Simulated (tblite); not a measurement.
C7H14N3 (charge +1).
Structure used (GFN2-xTB), in Å, numbered top down from 1:
```xyz
24
C7H14N3 angstrom
C      2.4758   -0.7796    0.8321
C      1.8989   -0.1032   -0.4174
C      0.4581    0.1989   -0.2360
C     -0.6651   -0.5837   -0.4657
C     -0.8150   -1.9482   -1.0067
N     -1.7126    0.1816   -0.0752
C     -3.1018   -0.1638   -0.1016
N     -1.3197    1.3402    0.3672
N     -0.0216    1.3575    0.2772
C      0.7140    2.5175    0.6886
H      3.5274   -0.9959    0.6731
H      2.3882   -0.1392    1.7061
H      1.9599   -1.7142    1.0357
H      2.4473    0.8164   -0.6246
H      2.0167   -0.7691   -1.2731
H     -1.4119   -1.9369   -1.9182
H      0.1575   -2.3741   -1.2326
H     -1.3198   -2.5922   -0.2874
H     -3.2874   -1.0287    0.5363
H     -3.4126   -0.4036   -1.1188
H     -3.6705    0.6880    0.2647
H      0.0046    3.2385    1.0898
H      1.4422    2.2550    1.4556
H      1.2356    2.9586   -0.1618
```

Calculated harmonic vibrations of the isolated species, GFN2-xTB (tblite), most abundant isotopes, no scaling. The method is semi-empirical: single wavenumbers can be off by several per cent or more. One conformer, not necessarily the lowest.

Harmonic wavenumbers (cm⁻¹): 58.9, 96.2, 101.1, 123.5, 127.8, 173.0, 182.7, 217.9, 247.4, 271.3, 282.1, 333.8, 419.7, 495.4, 573.8, 641.0, 644.6, 680.8, 748.8, 808.2, 887.7, 997.3, 1013.6, 1026.2, 1047.4, 1067.8, 1072.0, 1086.9, 1092.4, 1107.7, 1158.4, 1228.8, 1245.3, 1304.6, 1340.1, 1388.8, 1389.9, 1400.9, 1405.8, 1413.5, 1418.9, 1424.0, 1428.3, 1432.7, 1443.4, 1445.7, 1446.9, 1465.9, 1479.8, 1488.9, 1492.1, 1589.7, 3001.0, 3007.4, 3010.3, 3010.8, 3013.0, 3021.3, 3025.3, 3027.0, 3047.9, 3054.9, 3059.1, 3063.0, 3071.9, 3077.8.

A = 1862, B = 1191, C = 787.9 MHz; mass 140.119 u (most abundant isotopes); point group C1, symmetry number 1.

Question: What is the zero-point energy?

Answer: ½Σν̃ = 45475 cm⁻¹ = 130.02 kcal/mol.

Question: What is S at 200 K and 1 bar for an ideal gas of classical rigid rotors and harmonic oscillators?

Answer: Translation 38.77, rotation 28.41, vibration 23.14: S = 90.3 cal/(mol K).

Question: And Cp and H(200 K) − H(0)?

Answer: Cp = 33.07 cal/(mol K), of which vibrations give 25.12 (their classical limit is 66 R = 131.2); H(200 K) − H(0) = 4.21 kcal/mol without the zero-point energy, 2.62 from vibrations.

Question: How do the functions run with temperature in this model?

Answer: 
```tsv
T (K)	S (cal/(mol K))	Cp (cal/(mol K))	H − H(0) (kcal/mol)	G − H(0) (kcal/mol)	ln q(vib)
50	59.0	14.1	0.50	-2.45	0.39
100	71.4	22.2	1.42	-5.72	1.76
298.15	105.5	43.8	7.97	-23.48	8.22
373.15	116.2	52.6	11.58	-31.79	10.58
500	133.7	66.7	19.18	-47.65	14.49
750	164.9	87.5	38.64	-85.07	21.98
1000	192.1	101.4	62.37	-129.78	29.07
```

q(vib) and H(0) count from the zero-point level.

Question: Which modes carry the vibrational entropy at 200 K?

Answer: 58.9 cm⁻¹: 3.71; 96.2 cm⁻¹: 2.76; 101.1 cm⁻¹: 2.66; 123.5 cm⁻¹: 2.29; 127.8 cm⁻¹: 2.22; 173.0 cm⁻¹: 1.68 cal/(mol K); the other 60 give 7.83 together.

Hindered rotation and anharmonicity are outside this model. Other conformers, if any are populated, would add a mixing term that is left out. The structure is chiral; the term R ln 2 for an equal mix with its mirror image is left out.
